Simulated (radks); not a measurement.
Results of a calculation; reference values are marked as such.
Task: Ionisation of the tellurium ion Te2+, [Kr] 4d10 5s2 5p2, to Te3+, [Kr] 4d10 5s2 5p1, under several functionals. Scalar-relativistic Kohn-Sham, spin-polarised, spherical densities, point nucleus; open shells are filled with parallel spins first (spin-orbit coupling, left out, can overturn this in heavy ions); a radial shooting solver on a logarithmic mesh with Libxc functionals. The NIST Atomic Spectra Database gives 27.84 eV (measured). Rank these functionals by the error of their Delta-SCF ionisation energy: PBE; LDA (Slater exchange, Perdew-Zunger correlation); exchange-only PBE; exchange-only LDA; exchange-only B88; AM05; Wu-Cohen GGA.

Result: From best to worst: LDA (Slater exchange, Perdew-Zunger correlation) 27.712 eV (-0.128); Wu-Cohen GGA 27.616 eV (-0.224); AM05 27.557 eV (-0.283); PBE 27.535 eV (-0.305); exchange-only B88 26.762 eV (-1.078); exchange-only PBE 26.717 eV (-1.123); exchange-only LDA 26.684 eV (-1.156). Open shells are spherical and high-spin; term and fine-structure splittings are not resolved. Spin-orbit splitting is averaged out at the scalar-relativistic level.
